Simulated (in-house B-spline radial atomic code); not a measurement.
The numbers below are computed, except where a source is named.
Making a Troullier-Martins s channel for Fe, r_c = 0.61 bohr

Fe, [Ar] 3d6 4s2, non-relativistic LDA (VWN5), spherical and spin-unpolarised, from an all-electron radial atomic-structure program (B-spline basis) (atomic units). The all-electron 3s level is ε = -3.360622 hartree, its outermost node lies just inside 0.34 bohr and its outer maximum at 0.71 bohr.

Inside r_c the pseudo-orbital is u(r) = r^1 exp(p(r)), with p = c0 + c2 r² + c4 r⁴ + … + c12 r¹². The seven coefficients follow from p and its first four derivatives at r_c, from zero curvature of the screened potential at the origin, c4 = −c2²/(2l + 5), and from the norm inside r_c. At r_c the all-electron orbital has P = 1.16823, P' = 1.400444, the screened potential V = -10.78828, V' = 35.97545, V'' = -154.7698, and the norm inside is Q = 0.2347969.

**Question.** What are p, p' and p'' at r_c?

**Answer.** p = ln(P/r_c^1) = ln(1.16823/0.61) = 0.64979. p' = P'/P − 1/r_c = 1.19877 − 1.63934 = -0.44057. The radial equation gives p'' = 2(V − ε) − 2(1) p'/r_c − p'² = -14.85532 − (-1.44449) − 0.19410 = -13.60492. Differentiating, p''' = 2V' + 2(1)p'/r_c² − 2(1)p''/r_c − 2p'p'' = 102.2, and p'''' = 2V'' − 4(1)p'/r_c³ + 4(1)p''/r_c² − 2(1)p'''/r_c − 2p''² − 2p'p''' = -1063.2.

For a trial c2 the five matching conditions are linear in c0, c6, c8, c10 and c12, and c2 is varied until the norm inside r_c equals Q. The root nearest zero gives:

```tsv
n	c_n
0	0.5062837
2	-1.770444
4	-0.6268947
6	154.6787
8	-760.1946
10	1384.49
12	-897.6566
```

**Question.** Check c4 and p(r_c), and find the screened pseudopotential at the origin.

**Answer.** −c2²/5 = -0.626895, as listed. The terms c_n r_c^n are 0.50628, -0.65878, -0.08680, 7.96910, -14.57349, 9.87616, -2.38269, which sum to 0.64979. Inverting the radial equation, V_l(r) = ε + 1 p'/r + (p'' + p'²)/2, so V_l(0) = ε + (2l + 3) c2 = -3.360622 + 3 × (-1.77044) = -8.6720 hartree, finite where the all-electron potential diverges.

Orbitals and screened potentials:

```csv
r (bohr),P,u,V all-electron,V pseudo
0.061,0.1775,0.1005,-343.7,-8.628
0.152,-0.5964,0.2424,-106.5,-7.283
0.244,-0.5119,0.3724,-53.39,-2.334
0.336,0.02651,0.5119,-32.07,3.824
0.427,0.5711,0.7083,-21.23,3.224
0.518,0.9583,0.9671,-14.88,-7.363
0.61,1.168,1.168,-10.79,-10.79
```

Logarithmic derivatives P'/P at R = 0.91 bohr, for energies E around ε:

```tsv
E − ε (hartree)	all-electron	pseudo
-0.5	-0.644742	-0.645894
-0.25	-0.898918	-0.89924
-0.1	-1.0606	-1.06065
0	-1.17256	-1.17256
0.1	-1.28808	-1.28814
0.25	-1.46847	-1.46888
0.5	-1.79003	-1.79189
```

**Question.** With P(R) = 1.075827 and a norm of 0.6580189 inside R, what slope in energy does norm conservation fix?

**Answer.** d(P'/P)/dE = −2 × (norm inside R)/P(R)² = -1.1371 per hartree·bohr at E = ε, for both atoms, since orbital and norm agree at R. Differences over ±0.1 hartree give -1.1374 (all-electron) and -1.1374 (pseudo), which also hold third-order terms. Half a hartree below ε the two curves differ by -0.0012.
